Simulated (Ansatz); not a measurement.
Job for Ansatz (an electronic-structure program): U-r2SCAN/cc-pV(T+d)Z on ClHSi (SMILES [SiH]Cl), a point of a bond scan (R = 2.304 Å). Files ending in .json are basis or fitting sets from the Basis Set Exchange.

Ansatz 0.2 input:
```yaml
crystal:
  periodic: [false, false, false]
  atoms:
    - {symbol: Si, position_ang: [0.78708045, -0.22621477, 0.74859549]}
    - {symbol: H, position_ang: [1.83074512, -0.49356290, -0.33253173]}
    - {symbol: Cl, position_ang: [-0.91017031, 0.25948187, -0.73148223]}
basis:
  gaussian:
    orbitals: cc-pV_T+d_Z.json
hamiltonian:
  xc: {name: r2SCAN}
magnetization: {spin_polarized: true, initial_magnetization: 0}
```

Output:

```
WARN ansatz: RAYON_NUM_THREADS=1 ignored (pool sized by the plan → 1); use --threads N
Functional definition: r2SCAN
integrals: 0.03 GiB planned
675 factors; their error is unknown
mean field: 0.27 GiB planned
mean field evaluation 1: about -20414.4676 eV, gradient 1.0e1 eV
mean field evaluation 2: about -20412.5650 eV, gradient 2.0e1 eV
mean field evaluation 4: about -20415.1187 eV, gradient 1.0e0 eV
mean field evaluation 8: about -20415.1122 eV, gradient 1.6e-2 eV
mean field evaluation 16: about -20415.1122 eV, gradient 3.8e-5 eV
mean field -20415.11220441 eV, -750.2415356521 hartree, gradient 1.3e-5 eV, S^2 0.000000; 1 other end points of the search recorded, 0 dependent functions left out
reference -20415.11221384 eV, -750.2415359986 hartree; 16, 16 occupied and 76, 76 virtual orbitals, 675 factors
Total energy: -20415.11221384 eV, -750.2415359986 hartree
```

The run converged.

Cost: about 4 core-seconds (a rough figure).
